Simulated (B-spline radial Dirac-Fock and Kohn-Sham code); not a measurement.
## X-ray scattering factor of P⁶⁺

System: P⁶⁺, configuration [He] 2s2 2p5.

Input of the calculation (task.json; shells as n, l, electrons):

```json
{"items": [{
  "Z": 15,
  "q": 6,
  "cfg": [[1, 0, 2], [2, 0, 2], [2, 1, 5]],
  "A": 31,
  "rrms": 3.1889,
  "do": ["scatter"],
  "s": [0.0, 0.04, 0.05, 0.06, 0.07, 0.09, 0.12, 0.15, 0.19, 0.25, 0.31, 0.4, 0.51, 0.65, 0.83, 1.06, 1.34, 1.71, 2.18, 2.78, 3.54, 4.51, 5.74],
  "pz": [0, 0.1, 0.2, 0.3, 0.4, 0.5, 0.6, 0.8, 1.0, 1.2, 1.4, 1.6, 1.8, 2.0, 2.5, 3.0, 4.0, 5.0, 7.0, 10.0, 15.0, 20.0, 30.0, 40.0, 60.0, 100.0],
  "hv_scatter": [1000, 2000, 8047.8, 10000, 17479.3, 100000, 200000, 1000000]
}]}
```

Launch: `python xray_run.py task.json out`

The computed values come from a B-spline atomic structure program: Dirac-Fock densities. f₀ is the Fourier transform of the spherical electron density, S the Waller-Hartree incoherent function, and s = sin θ/λ.

```csv
s (Å⁻¹),f₀,S
0,9.000,0.000
0.04,8.977,0.027
0.05,8.965,0.043
0.06,8.949,0.061
0.07,8.931,0.083
0.09,8.887,0.137
0.12,8.800,0.242
0.15,8.690,0.373
0.19,8.511,0.586
0.25,8.178,0.976
0.31,7.781,1.431
0.4,7.103,2.184
0.51,6.210,3.131
0.65,5.097,4.241
0.83,3.875,5.381
1.06,2.767,6.354
1.34,1.995,7.036
1.71,1.525,7.542
2.18,1.256,7.962
2.78,1.024,8.349
3.54,0.767,8.661
4.51,0.509,8.859
5.74,0.299,8.953
```

f₀ starts at the number of electrons, 9, and has fallen to half at s ≈ 0.74 Å⁻¹. The sum of ⟨r²⟩ over the electrons is 1.916 bohr².
